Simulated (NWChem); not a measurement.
# BiHOCl2; SMILES [Cl][Bi]([Cl])[OH]

```xyz
5

Bi    -0.3554     0.2585     0.0000
Cl     1.2101    -0.1986     1.8545
Cl     1.2101    -0.1986    -1.8545
O     -1.3597    -1.5487     0.0000
H     -0.7680    -2.3141     0.0000
```
Atoms are numbered in this order, from 1.

Results from NWChem. Medium grid unless said otherwise, to which SCAN and Minnesota functionals are sensitive. Structure relaxed at the PBE0/def2-SVP level. def2 effective core potentials on Bi; no spin-orbit coupling. B3LYP is NWChem's, with the RPA form of VWN correlation. Total energies of different functionals are on different scales.

```tsv
level	energy (Ha)	highest occupied level (eV)	orbital gap (eV)	dipole (D)
B3LYP/def2-SVP	-1210.6963	-8.16	6.17	2.65
PBE/def2-SVP	-1210.1758	-7.01	4.51	2.48
r2SCAN0/def2-SVP	-1210.5248	-8.76	6.98	2.88
RPBE/def2-SVP	-1210.5910	-6.96	4.54	2.57
r2SCAN/def2-SVP	-1210.6093	-7.49	5.07	2.73
HCTH/407/def2-SVP	-1211.3024	-7.20	4.53	2.73
TPSS/def2-SVP	-1210.5904	-7.19	___	2.65
MN15-L/def2-SVP	-1209.7349	-7.69	5.40	3.08
LC-wPBE (HJS exchange hole, range parameter 0.4 per bohr)/def2-SVP	-1210.2814	-11.13	11.29	3.07
M06-L/def2-SVP	-1210.7374	-7.41	5.11	3.16
```

### Question
Some entries are withheld; supply them.

### Answer

- TPSS/def2-SVP, orbital gap (eV): 4.73
